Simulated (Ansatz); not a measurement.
Species: dichloro(diethyl)silane, C4H10Cl2Si (charge 0, singlet). SMILES: C(C)[Si](Cl)(CC)Cl
Coordinates optimised at B3LYP-D3(BJ)/def2-TZVP (Ansatz, a program for electronic structure):
```
Si
C 1 1.8629
H 2 1.0930 1 107.83
H 2 1.0944 3 106.16 1 -114.77
C 2 1.5339 3 110.73 4 -120.19
H 5 1.0909 2 111.26 3 -62.01
H 5 1.0912 6 107.74 2 -121.93
H 5 1.0919 6 107.61 7 -115.57
C 1 1.8629 2 114.45 3 -179.74
H 9 1.0930 1 107.83 2 -179.74
H 9 1.0944 10 106.16 1 -114.77
C 9 1.5339 10 110.73 11 -120.19
H 12 1.0909 9 111.26 10 -62.01
H 12 1.0912 13 107.74 9 -121.93
H 12 1.0919 13 107.61 14 -115.57
Cl 1 2.0718 2 108.82 3 59.00
Cl 1 2.0718 2 108.28 3 -58.18
```

Wanted: vertical ionisation energy (to the doublet state of charge +1; each state is the SCF solution reached for its spin), in eV. Cores are frozen in the correlated levels unless marked. UHF or UKS for open shells. No spin-orbit coupling. Non-relativistic. 

```json
[
 {"level": "HF/aug-cc-pV(D+d)Z", "program": "Ansatz", "vertical ionisation energy (eV)": "10.08"},
 {"level": "PBE0/def2-TZVPD", "program": "Ansatz", "vertical ionisation energy (eV)": "9.92"},
 {"level": "BHLYP/def2-TZVPD", "program": "Ansatz", "vertical ionisation energy (eV)": "10.27"},
 {"level": "CAM-B3LYP/def2-TZVPD", "program": "Ansatz", "vertical ionisation energy (eV)": "10.24"},
 {"level": "MP2/aug-cc-pV(D+d)Z", "program": "Ansatz", "vertical ionisation energy (eV)": "10.46"},
 {"level": "SCS-MP2/aug-cc-pV(D+d)Z", "program": "Ansatz", "vertical ionisation energy (eV)": "10.51"}
]
```
